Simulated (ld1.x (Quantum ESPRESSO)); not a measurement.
**u(r) = r·R(r): atom against pseudo-atom (Ag (Z = 47))**

Columns: radius, all-electron u(r) and pseudo u(r) of the 4p shell (level -66.81 eV) of silver in the configuration [Ar] 3d10 4s2 4p6 4d10 5s0 5p0; Wu–Cohen, scalar-relativistic, TM semilocal scheme, ld1.x (Quantum ESPRESSO) 7.5.

| r (bohr) | all-electron | pseudo |
| --- | --- | --- |
| 0.105 | 0.2662 | 0.0259 |
| 0.210 | -0.4857 | 0.1045 |
| 0.315 | -0.5595 | 0.2376 |
| 0.420 | -0.1205 | 0.4244 |
| 0.525 | 0.4045 | 0.6510 |
| 0.630 | 0.8085 | 0.8797 |
| 0.735 | 1.0450 | 1.0553 |
| 0.840 | 1.1366 | 1.1369 |
| 0.945 | 1.1255 | 1.1255 |
| 1.050 | 1.0523 | 1.0523 |
| 1.155 | 0.9473 | 0.9473 |
| 1.260 | 0.8310 | 0.8310 |
| 1.365 | 0.7156 | 0.7156 |
| 1.470 | 0.6080 | 0.6080 |
| 1.575 | 0.5114 | 0.5114 |
| 1.680 | 0.4269 | 0.4269 |
| 1.785 | 0.3541 | 0.3541 |
| 1.890 | 0.2923 | 0.2923 |
| 1.995 | 0.2404 | 0.2404 |
| 2.100 | 0.1970 | 0.1970 |
| 2.205 | 0.1610 | 0.1610 |
| 2.310 | 0.1312 | 0.1312 |
| 2.415 | 0.1067 | 0.1067 |
| 2.520 | 0.0866 | 0.0866 |
| 2.625 | 0.0702 | 0.0702 |
| 2.730 | 0.0568 | 0.0568 |

(1) How many radial nodes do the two functions have?

(2) At about which radius was the pseudo-wave matched?

(3) Where does each function peak?

(4) Is the pseudo-wave norm-conserving?

Answers

(1) The all-electron 4p function has n − l − 1 = 2; the pseudo-wave has 0, since the states of the same l below it are removed with the core.

(2) 0.95 bohr. The columns agree to 0.0005 from 0.84 bohr on; several derivatives are matched, so the curves merge somewhat inside the radius.

(3) Outermost all-electron maximum near 0.84 bohr, pseudo maximum near 0.84 bohr (to the table’s step).

(4) Yes: the TM semilocal scheme keeps the norm inside the radius equal to the all-electron one, which fixes the energy derivative of the logarithmic derivative at the level.
